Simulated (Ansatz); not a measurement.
Cost and result for the atomization energy of CH$_{8}$O$_{2}$Si$_{2}$, SMILES `O[SiH2]OC[SiH3]` (13 atoms, 12 bonds).

```
atom    x (Å)    y (Å)    z (Å)
  O1   3.0887   0.2136   0.6496
 Si2   1.5660   0.7363   0.3686
  O3   0.5917  -0.5506   0.0794
  C4  -0.5466  -0.5495  -0.7678
 Si5  -2.1395  -0.3781   0.2408
  H6   3.5034  -0.3356  -0.0174
  H7   1.4743   1.6233  -0.8270
  H8   1.1855   1.4615   1.6006
  H9  -0.4874   0.2537  -1.5158
 H10  -0.5574  -1.4926  -1.3247
 H11  -3.3109  -0.3984  -0.6778
 H12  -2.2515  -1.4958   1.2118
 H13  -2.1163   0.9122   0.9797
```

Charge 0, multiplicity 1. The geometry is a stationary point of PBE0-D4/def2-TZVP. It is one conformer, not always the lowest. Program: Ansatz. All runs use 4 threads of an Arm Neoverse V1 on a shared host. Times are those of one run each, without the atoms' runs, and a repeat can differ threefold. Electronic energies, without spin–orbit coupling; frozen cores. CCSD(T)/CBS adds CCSD(T) − MP2 in def2-TZVPP to the MP2 limit, and its time is that of the two runs behind it. T1 = 0.012. B3LYP takes the VWN-RPA correlation (the form of Gaussian; ORCA's B3LYP/G).

CCSD(T)/CBS is a level of theory with its own doubt, some kJ/mol a heavy atom from the limit and from the frozen cores, so smaller differences don't rank the functionals.

```json
{"level": "PBE-D4/def2-TZVPP (with forces)", "functions": "289", "wall time": "3.1 s"}
{"level": "PBE0-D4/def2-TZVPP", "functions": "289", "wall time": "3.7 s"}
{"level": "r2SCAN-D4/def2-TZVPP (with forces)", "functions": "289", "wall time": "6 s"}
{"level": "B3LYP-D4/def2-TZVPP (with forces)", "functions": "289", "wall time": "6.5 s"}
{"level": "B2PLYP/def2-TZVPP", "functions": "289", "wall time": "7 s"}
{"level": "ωB97X-V/def2-TZVPP", "functions": "289", "wall time": "10 s"}
{"level": "ωB97M-V/def2-TZVPP (with forces)", "functions": "289", "wall time": "14 s"}
{"level": "MP2/def2-QZVPP", "functions": "551", "wall time": "30 s"}
{"level": "CCSD(T)/def2-TZVPP", "functions": "289", "wall time": "4.2 min"}
{"level": "CCSD(T)/CBS(def2)", "functions": "–", "wall time": "4.6 min"}
```

Q: What atomization energy does each give, and how far from CCSD(T)/CBS? (Best estimate.)

A: Computed: 
```
                             level  atomization (kJ/mol)  difference from CCSD(T)/CBS  per bond
   PBE-D4/def2-TZVPP (with forces)                4578.0                         -7.9      -0.7
                PBE0-D4/def2-TZVPP                4516.1                        -69.8      -5.8
r2SCAN-D4/def2-TZVPP (with forces)                4565.3                        -20.6      -1.7
 B3LYP-D4/def2-TZVPP (with forces)                4560.0                        -25.9      -2.2
                 B2PLYP/def2-TZVPP                4514.3                        -71.6      -6.0
                ωB97X-V/def2-TZVPP                4590.4                          4.5       0.4
  ωB97M-V/def2-TZVPP (with forces)                4580.7                         -5.2      -0.4
                    MP2/def2-QZVPP                4585.0                         -0.9      -0.1
                CCSD(T)/def2-TZVPP                4459.7                       -126.2     -10.5
                 CCSD(T)/CBS(def2)                4585.9                          0.0       0.0
```

In def2-TZVPP, CCSD(T) changes the Hartree–Fock value by +1102.7 kJ/mol (the triples alone add +54.5 kJ/mol) and MP2 by +1152.1 kJ/mol; breaking electron pairs costs correlation energy, which Hartree–Fock lacks. From PBE to PBE0 (25 % exact exchange), in def2-TZVPP and without D4, the atomization energy moves by −58.0 kJ/mol: exact exchange takes away binding that semilocal exchange gives to molecules. The D4 term adds +42.5 kJ/mol with B3LYP and +22.5 kJ/mol with PBE0; it sums over pairs of atoms, weighted by their polarisabilities, and B3LYP, whose exchange is more repulsive, gets the larger term.
